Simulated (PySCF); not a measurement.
## Assignment exercise: CH₁₁O₂PSi₃

Structure with atom numbers: `[CH3:1][Si@@H:2]([PH2:3])[Si@@H:4]([OH:5])[O:6][SiH3:7]`. Each H is labelled by its parent atom.

One averaged value for each set of equivalent atoms, single conformer, gas phase, non-relativistic Hamiltonian. Coordinates at the GFN2-xTB level; shielding tensors at PBE0/pcSseg-1 (GIAO); PySCF 2.14.

References, each an isolated molecule treated in the same way: TMS for $^{1}$H.

Problem. Assign these signals to the numbered atoms. $^{1}$H NMR (600 MHz, computed): δ 5.45 (m, 1H), 5.17 (s, 3H), 4.25 (m, 1H), 2.22 (br s, 1H), 0.85 (m, 2H), 0.41 (m, 3H).

Solution. 
| δ (ppm) | atoms | environment | reason |
| --- | --- | --- | --- |
| 5.45 | H(Si4) | hydrogen on a silicon bonded to 2 O, Si | – |
| 5.17 | H(Si7) | hydrogen on a silicon bonded to O | – |
| 4.25 | H(Si2) | hydrogen on a silicon bonded to C, P, Si | – |
| 2.22 | H(O5) | hydrogen on an oxygen bonded to Si | labile proton, position sensitive to the medium |
| 0.85 | H(P3) | hydrogen on a phosphorus bonded to Si | – |
| 0.41 | H(C1) | hydrogen on a methyl carbon bonded to Si | an electropositive neighbour shields it, as in TMS itself |

Exchangeable OH/NH protons stand at their gas-phase positions; hydrogen bonding in a real sample shifts them, mostly to higher δ. Multiplicities follow the n + 1 count of equivalent neighbours, as no J values were calculated; m marks all less simple cases, F and P coupling included.
